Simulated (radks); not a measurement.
Values are calculated unless marked as measured or tabulated.
Species: P IV. Configuration: [Ne] 3s2.

Level of theory: scalar-relativistic Kohn-Sham, PBE, spin-polarised, spherical densities, finite nucleus; Fermi nuclear charge, rms radius 3.1889 fm (a radial shooting solver on a logarithmic mesh with Libxc functionals).

Energy parts (hartree):
| part | energy |
|---|---|
| total | -339.74780 |
| kinetic | 340.89057 |
| electron-nucleus | -793.74250 |
| Hartree | 135.13317 |
| exchange-correlation | -22.02904 |

Orbitals (lengths in bohr, moments of r in powers of bohr; <r^-3> diverges for s and p1/2; r(max) is where P^2 peaks):
| orbital | occ. | eigenvalue (hartree) | r(max) | <r^-3> | <1/r> | <r> |
|---|---|---|---|---|---|---|
| 1s | 2 | -78.05531 | 0.06764 | - | 14.65 | 0.1036 |
| 2s | 2 | -7.80532 | 0.4183 | - | 2.828 | 0.5183 |
| 2p | 6 | -5.99095 | 0.3534 | 63.87 | 2.719 | 0.4830 |
| 3s | 2 | -1.67625 | 1.473 | - | 0.8238 | 1.670 |
| 3p | 0 | -1.29908 | 1.602 | 6.518 | 0.7330 | 1.841 |

The highest occupied level is 3s at -45.613 eV. The electron density at the nucleus is 2400 e/bohr^3 (large components only). The density falls to 0.001 e/bohr^3 at r = 3.08 bohr.
